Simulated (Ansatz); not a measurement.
A nudged elastic band was laid between two geometries of C2H9FSiSn (14 atoms, charge 0, multiplicity 1).

Method: Ansatz 0.2.0, RKS PBE0-D4/def2-SVP.

```
movable images  : 9
climbing image  : yes
spring          : 5.0 eV/Å²
optimiser       : quadratic models (default)
start path      : through a guess of the saddle point
force threshold : 0.03 eV/Å
iteration limit : 19
end points      : relaxed
```

Image 0:

```xyz
14
Properties=species:S:1:pos:R:3
C -1.428 -0.155 -0.849
C 0.062 0.024 -0.539
Sn 0.811 -1.522 0.808
Si 0.467 1.696 0.174
F 1.942 1.602 0.876
H -2.051 -0.045 0.054
H -1.789 0.588 -1.581
H -1.645 -1.149 -1.271
H 0.663 -0.104 -1.457
H -0.017 -2.971 0.399
H 2.496 -1.734 0.612
H 0.447 -1.105 2.430
H -0.517 2.071 1.231
H 0.546 2.774 -0.856
```

Image 10:

```xyz
14
Properties=species:S:1:pos:R:3
C -1.430 -0.132 -0.848
C 0.059 0.058 -0.537
Sn 0.846 -1.552 0.710
Si 0.435 1.692 0.272
F 1.915 1.587 0.963
H -1.811 0.649 -1.528
H -1.630 -1.101 -1.332
H -2.048 -0.092 0.064
H 0.654 -0.004 -1.465
H 0.041 -2.988 0.219
H 2.533 -1.720 0.494
H 0.486 -1.241 2.357
H -0.551 1.985 1.353
H 0.488 2.830 -0.693
```

**Question.** What changes between the two ends?

**Answer.** No bond is made or broken. The dihedral H8–C1–C2–Sn3 goes from -56 to 64°. The two ends are copies of one structure, up to a mirror image or an exchange of like atoms.

**Question.** What energy profile does the band end with?

**Answer.** It converged. The highest image is number 5 of 0 to 10, 2.6 kcal/mol above the ends, which have the same energy within 2 meV. A vibrational analysis at the climbing image gives one clearly imaginary mode, 217i cm⁻¹: a first-order saddle point.

| image | path coordinate (Å) | energy (kcal/mol) | dihedral H8–C1–C2–Sn3 (°) |
| --- | --- | --- | --- |
| 0 | 0.00 | 0.0 | -56 |
| 1 | 0.36 | 0.2 | -45 |
| 2 | 0.72 | 0.9 | -33 |
| 3 | 1.08 | 1.7 | -21 |
| 4 | 1.44 | 2.4 | -8 |
| 5 | 1.81 | 2.6 | 4 |
| 6 | 2.16 | 2.4 | 16 |
| 7 | 2.52 | 1.7 | 28 |
| 8 | 2.88 | 0.9 | 40 |
| 9 | 3.24 | 0.2 | 52 |
| 10 | 3.60 | 0.0 | 64 |

**Question.** What is the geometry of the highest image?

**Answer.** 
```xyz
14
Properties=species:S:1:pos:R:3
C -1.438 -0.131 -0.859
C 0.061 0.034 -0.529
Sn 0.844 -1.543 0.758
Si 0.449 1.684 0.237
F 1.945 1.604 0.895
H -2.038 0.755 -0.587
H -1.592 -0.294 -1.935
H -1.909 -0.982 -0.342
H 0.673 -0.055 -1.443
H -0.006 -2.976 0.339
H 2.524 -1.755 0.516
H 0.523 -1.165 2.400
H -0.516 1.992 1.331
H 0.467 2.803 -0.751
```

**Question.** What are the harmonic wavenumbers there?

**Answer.** 217i, 52, 89, 110, 195, 211, 310, 408, 457, 485, 661, 687, 722, 727, 733, 761, 852, 922, 969, 993, 1004, 1053, 1089, 1236, 1408, 1465, 1477, 1918, 1933, 1949, 2239, 2247, 3041, 3090, 3116, 3153 cm⁻¹.

Time of the run: 13 min on 2 threads of Intel(R) Xeon(R) Platinum 8259CL CPU @ 2.50GHz (Skylake/Cascade Lake) (shared host), peak memory 0.39 GiB.
